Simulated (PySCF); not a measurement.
C4H4, SMILES C=C=C=C. Atoms are numbered in the order given.

```xyz
8

C      0.0000     0.0000     1.9575
C      0.0000     0.0000     0.6371
C      0.0000     0.0000    -0.6371
C      0.0000     0.0000    -1.9575
H      0.0000    -0.9353     2.5286
H      0.0000     0.9353     2.5286
H      0.0000    -0.9353    -2.5286
H      0.0000     0.9353    -2.5286
```
Charge 0, spin multiplicity 1.

Geometry optimised at B3LYP-D3(BJ)/def2-SVP.

Two levels are set side by side: PBE/pcJ-1 (PySCF) and PBE0/pcJ-1 (PySCF). One-bond couplings, all four terms, same geometry. Isotopes: 13C, 1H. Differences are taken from unrounded values.

| quantity | PBE0 | PBE | PBE minus PBE0 |
|---|---|---|---|
| ¹J(C1,C2) (Hz) | 125.7 | 112.6 | -13.1 |
| ¹J(C2,C3) (Hz) | 178.4 | 164.8 | -13.6 |
| ¹J(C3,C4) (Hz) | 125.7 | 112.6 | -13.1 |
| ¹J(C1,H5) (Hz) | 175.6 | 166.5 | -9.2 |
| ¹J(C1,H6) (Hz) | 175.6 | 166.5 | -9.2 |
| ¹J(C4,H7) (Hz) | 175.6 | 166.5 | -9.2 |
| ¹J(C4,H8) (Hz) | 175.6 | 166.5 | -9.2 |

Rough cost on one machine, each run with all the roots and properties that it gave: PBE0 against PBE about 2 times.
